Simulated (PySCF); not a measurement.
C2H10ClPSi2.
SMILES with atom numbers: `[CH3:1][Si@@H:2]([PH2:3])[SiH2:4][CH2:5][Cl:6]` (hydrogens: H7, H8, H9 on C1; H10 on Si2; H11, H12 on P3; H13, H14 on Si4; H15, H16 on C5)

Computed geometry: GFN2-xTB, gas phase.

(1) List the bond lengths, angles and torsions at this level.

Answers

(1) 
```csv
bond,length (Å),order
C1–Si2,1.907,single
Si2–P3,2.255,single
Si2–Si4,2.339,single
Si4–C5,1.917,single
C5–Cl6,1.785,single
"C1–H7, C1–H8, C1–H9",1.086,single
Si2–H10,1.478,single
"P3–H11, P3–H12",1.383,single
Si4–H13,1.469,single
Si4–H14,1.473,single
C5–H15,1.087,single
C5–H16,1.087,single
```

Bonds in one row agree within 0.01 Å and their mean is given. Orders are formal, as drawn. A selection of angles:
```csv
angle,degrees
Si2–C1–H7,111.2
H7–C1–H8,107.5
C1–Si2–P3,105.6
C1–Si2–Si4,111.5
C1–Si2–H10,108.6
P3–Si2–Si4,114.4
P3–Si2–H10,103.8
Si4–Si2–H10,112.4
Si2–P3–H11,95.0
H11–P3–H12,92.1
Si2–Si4–C5,109.0
Si2–Si4–H13,114.5
Si2–Si4–H14,115.7
C5–Si4–H13,105.7
C5–Si4–H14,104.6
H13–Si4–H14,106.5
Si4–C5–Cl6,108.8
Si4–C5–H15,113.1
Si4–C5–H16,113.1
Cl6–C5–H15,106.5
Cl6–C5–H16,106.5
H15–C5–H16,108.4
```

Dihedral angles: C1–Si2–Si4–C5 79° (synclinal); Si2–Si4–C5–Cl6 -57° (synclinal).

Of the pairs four or more bonds apart, Cl6···H9 is among the closest relative to their van der Waals radii: 3.06 Å, 104 % of the sum of Bondi's values. Si4 (SiH2 silicon) is distorted tetrahedral (angles from 104.6° to 115.7°). P3 (three-coordinate phosphorus) is pyramidal (angles 95.3°, 95.0° and 92.1°, sum 282.4°, 0.84 Å off the plane of its three neighbours). Si2 (SiH silicon) is distorted tetrahedral (angles from 103.8° to 114.4°).

Point group: C1 (no symmetry element, even within 0.4 Å). No frequency check. One conformer, not necessarily the lowest (C1–Si2–P3–H 170° and 77°, C1–Si2–Si4–C5 79°, Si2–Si4–C5–Cl6 -57°).
